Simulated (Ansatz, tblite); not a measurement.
Cost and result up the ladder for the cluster Cs₃Cl₃ (the lowest singlet isomer of a short search) (6 atoms). Total charge 0; singlet. Geometry: PBE0-D4/def2-SVP.

```xyz
6

Cs   -1.948    2.126   -1.782
Cs    0.041    0.404    2.228
Cs    1.041   -1.587   -1.235
Cl    1.007    1.780   -0.717
Cl   -2.059   -0.633   -0.248
Cl    1.918   -2.090    1.755
```

Ansatz on 4 threads of Arm Neoverse V1 on a shared host; xTB runs through tblite on one thread. Times are rough, summed over both states, and most runs start from the orbitals of an earlier one. PBE0-D4/def2-TZVP serves as the yardstick here, not as an exact answer. Differences are given only for rows in sets of like size (and for xTB, whose basis is part of the method), since another set adds its own error. The other state is a doublet.

In the def2 sets Cs takes a core potential; there is no spin–orbit coupling. The xTB rows come from tblite. Correlated methods freeze 15 core orbitals; core or outer-core shells of Cs are correlated, in sets that lack core-valence functions. The rows differ in basis, and correlated rows in double-zeta sets carry the largest basis error. HOMO above LUMO, or a gap near zero within one spin, warns that the state may not be the lowest or that an electron is smeared out. The structure comes from a short search, and lower isomers may exist.

Correlated methods converge slowly with the basis, most of all in double-zeta sets.

Raw xTB energies of ions are shifted by several eV.

| level | functions | wall time |
| --- | --- | --- |
| GFN1-xTB | 39 | 0.013 s |
| GFN2-xTB | 39 | 0.026 s |
| PBE-D4/def2-TZVP | 198 | 30 s |
| PBE0-D4/def2-TZVP (with forces) | 198 | 48 s |
| r2SCAN-D4/def2-TZVP | 198 | 74 s |
| CCSD(T)/def2-SVP | 126 | 2.6 min |

Q: Estimate what each level gives for the vertical IE (eV).

A: 
| level | vertical IE (eV) | difference from PBE0-D4/def2-TZVP (eV) | remarks |
| --- | --- | --- | --- |
| GFN1-xTB | 13.00 | 4.98 | – |
| GFN2-xTB | 12.01 | 3.99 | – |
| PBE-D4/def2-TZVP | 7.47 | -0.54 | gap within one spin near zero (+1 doublet) |
| PBE0-D4/def2-TZVP (with forces) | 8.01 | 0.00 | – |
| r2SCAN-D4/def2-TZVP | 7.68 | -0.33 | gap within one spin near zero (+1 doublet) |
| CCSD(T)/def2-SVP | 7.82 | – | – |
